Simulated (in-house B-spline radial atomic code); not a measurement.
**RPA and G0W0 on LDA VWN5: Cu⁺**

Configuration [Ar] 3d10, mean-field start LDA VWN5. Computed with an all-electron radial atomic-structure program (B-spline basis): all electrons, non-relativistic, point nucleus, each spin shell either full or empty, empty states to l = 9 with an (l + 1/2)⁻⁴ tail; G0W0 by contour deformation at full frequency.

Command:
```bash
python run_gw.py task.json out
```
Settings (radii: box in bohr, nucleus in fm):
```
Z                        29
electrons                28
configuration            [Ar] 3d10
hamiltonian              nr
method                   lda,vwn
lmax                     9
spin_polarised           False
box_radius               23.78
intervals                53
```

Run time, properties included: 2.7 s on 1 thread of Arm Neoverse N1, on a shared host.

Energies (hartree):

```json
{"term": "mean-field total", "value": "-1637.48514"}
{"term": "Hartree-Fock functional on these orbitals", "value": "-1638.68060"}
{"term": "direct second order", "value": "-2.8333"}
{"term": "second-order exchange", "value": "0.78473"}
{"term": "SOSEX correction", "value": "0.6768"}
```

(1) What is the RPA correlation energy, and what remains with SOSEX?

Quasi-particle levels (eV):

```json
{"level": "3d", "occupied": "yes", "mean field": "-14.104", "Σx - vxc": "-10.00", "Σc": "?", "QP weight": "?", "G0W0": "?"}
{"level": "4s", "occupied": "no", "mean field": "-11.831", "Σx - vxc": "5.82", "Σc": "-1.82", "QP weight": "0.927", "G0W0": "-7.826"}
```

G0W0 = mean field + (Σx - vxc) + Σc, with Σc (partial-wave tail included) taken at the quasi-particle energy. Only the outer levels were computed. Levels of low weight are left out.

(2) Where does G0W0 put 3d?

Results:

(1) RPA gives -2.1851 hartree (-2.12 eV per electron); RPA + SOSEX gives -1.5083, and the second-order doubles -2.0485 hartree (no singles). RPA lacks exchange-type terms and so overcorrelates at short range.

(2) At -20.303 eV, with Σc = 3.80 eV and a quasi-particle weight of 0.756. The tabulated removal energy is 20.292 eV (NIST, measured); the calculation leaves out relativity, Breit and QED terms, and what these don't explain is the method's own error.
